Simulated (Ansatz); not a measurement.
Ansatz results at the PBE0-D4/def2-TZVP geometry: LUMO energy (B3LYP/def2-TZVPP) -2.55 eV; HOMO–LUMO gap (PBE0/def2-TZVPP) 6.65 eV; LUMO energy (ωB97M-V/def2-TZVPP) -0.09 eV.

Each molecule was computed in one conformer, which needn't be the lowest.

Problem. Which molecule gave them?
A. `[O]=[Mo]([OH])([OH])([Cl])[Cl]`
B. `C[O][Mo]([OH])([Cl])([O]C)([O]C)[O]C`
C. `[NH2][Mo](=[O])(=[O])[F]`
D. `[CH3][Mo](=[O])(=[O])[F]`

Solution. C. The others give `C[O][Mo]([OH])([Cl])([O]C)([O]C)[O]C`: -3.00, 4.97, -0.89; `[O]=[Mo]([OH])([OH])([Cl])[Cl]`: -4.24, 4.80, -1.95; `[CH3][Mo](=[O])(=[O])[F]`: -3.21, 6.46, -0.76.

B3LYP here is the variant with VWN-RPA as its local correlation; programs differ in this.
